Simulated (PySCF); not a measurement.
## Two-component Hartree-Fock for Rb³⁵⁺ (rubidium, charge +35)

Start: 1s2. Calculated with PySCF 2.14 in an uncontracted even-tempered set (15 s from 59 bohr⁻², ratio 2.4; 10 p from 77 bohr⁻², ratio 2.4; 3 d from 240 bohr⁻², ratio 2.6; 3 f from 360 bohr⁻², ratio 2.6): generalised Hartree-Fock with the X2C-1e Hamiltonian and a Gaussian nucleus; one run each with spin-orbit coupling (SO) switched off, then screened by Boettger's factors.

| spinor shell | electrons | ε, spin-free (eV) | ε, screened SO (eV) | weight of nominal j (screened SO) | rms radius, screened SO (bohr) |
| --- | --- | --- | --- | --- | --- |
| 1s1/2 | 2 | -18327.3 | -18327.3 | 1.000 | 0.0459 |

```csv
quantity,spin-free,screened SO
E (hartree),-1370.88981,-1370.88981
M_J,0,0
⟨J²⟩,0.000,0.000
⟨L²⟩,0.000,0.000
⟨S²⟩,0.000,0.000
```

Breit and QED terms are absent; they matter most for the inner s and p1/2 levels.

Densities and radii are taken from the X2C orbitals without a picture-change correction, which distorts them close to the nucleus.

Without spin-orbit coupling the j labels of p, d and f shells carry no meaning; the spin-free column gives the mean over the occupied spinors of each nl shell.
